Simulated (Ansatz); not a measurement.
Input (CCSDT(Q)/cc-pV(D+d)Z; Ansatz, a first-principles code): A basis named .json is the Basis Set Exchange file of that set.

Ansatz 0.2 input:
```yaml
crystal:
  periodic: [false, false, false]
  atoms:
    - {symbol: O, position_ang: [0.43423239, -0.69934071, -1.18515025]}
    - {symbol: S, position_ang: [-0.28043456, 0.01828149, 0.09132429]}
    - {symbol: O, position_ang: [0.26531555, -0.57106084, 1.29921777]}
    - {symbol: O, position_ang: [-0.22585736, 1.43341129, -0.18149112]}
    - {symbol: H, position_ang: [0.69742826, -1.59658158, -0.92180003]}
basis:
  gaussian:
    orbitals: cc-pV_D+d_Z.json
magnetization: {spin_polarized: true, initial_magnetization: 1}
correlation: {method: ccsdt_q, electrons: outside_noble_gas}
```

Output:

```
Functional definition: HF
integrals: 0.10 GiB planned
1257 factors; integrals over basis functions are off by at most 1.4e-7 eV
mean field: 0.36 GiB planned
mean field evaluation 1: about -16937.0758 eV, gradient 3.6e1 eV
mean field evaluation 2: about -16937.1361 eV, gradient 3.6e1 eV
mean field evaluation 4: about -16942.1045 eV, gradient 3.0e0 eV
mean field evaluation 8: about -16942.1823 eV, gradient 2.2e-1 eV
mean field evaluation 16: about -16937.0765 eV, gradient 3.6e1 eV
mean field evaluation 32: about -16939.3216 eV, gradient 6.8e-1 eV
mean field evaluation 64: about -16939.3165 eV, gradient 2.9e-1 eV
mean field -16942.18391863 eV, -622.6137751849 hartree, gradient 4.6e-6 eV, S^2 0.777336; 1 other end points of the search recorded, 0 dependent functions left out
determinant -16942.18391863 eV, -622.6137751849 hartree, with singles and doubles -16961.23443642 eV, -623.3138688008 hartree
determinant -16939.40752092 eV, -622.5117444508 hartree, with singles and doubles -16958.07421792 eV, -623.1977329131 hartree
8 core orbitals not correlated
reference -16942.18391863 eV, -622.6137751849 hartree; 13, 12 occupied and 49, 50 virtual orbitals, 1257 factors
second order -18.86375232 eV of doubles, -0.00000000 eV of singles
coupled cluster: 8.83 GiB planned
cycle   1  -18.31294576 eV  change    5.5e-1 eV  update   1.5e-1
cycle   2  -19.17926682 eV  change   -8.7e-1 eV  update   8.4e-2
cycle   3  -19.71644635 eV  change   -5.4e-1 eV  update   3.2e-2
cycle   4  -19.72501362 eV  change   -8.6e-3 eV  update   1.2e-2
cycle   5  -19.69221879 eV  change    3.3e-2 eV  update   6.3e-3
cycle   6  -19.68956733 eV  change    2.7e-3 eV  update   3.1e-3
cycle   7  -19.69543475 eV  change   -5.9e-3 eV  update   1.3e-3
cycle   8  -19.69651428 eV  change   -1.1e-3 eV  update   7.9e-4
cycle   9  -19.69537827 eV  change    1.1e-3 eV  update   3.9e-4
cycle  10  -19.69583388 eV  change   -4.6e-4 eV  update   2.2e-4
cycle  11  -19.69532466 eV  change    5.1e-4 eV  update   1.3e-4
cycle  12  -19.69524540 eV  change    7.9e-5 eV  update   7.5e-5
cycle  13  -19.69536781 eV  change   -1.2e-4 eV  update   4.2e-5
cycle  14  -19.69540173 eV  change   -3.4e-5 eV  update   2.3e-5
cycle  15  -19.69539435 eV  change    7.4e-6 eV  update   1.3e-5
cycle  16  -19.69540417 eV  change   -9.8e-6 eV  update   7.2e-6
cycle  17  -19.69540015 eV  change    4.0e-6 eV  update   4.8e-6
cycle  18  -19.69539876 eV  change    1.4e-6 eV  update   2.9e-6
perturbative correction -0.08530497 eV, -0.0031348998 hartree
Total energy: -16961.96462236 eV, -623.3407026391 hartree
```
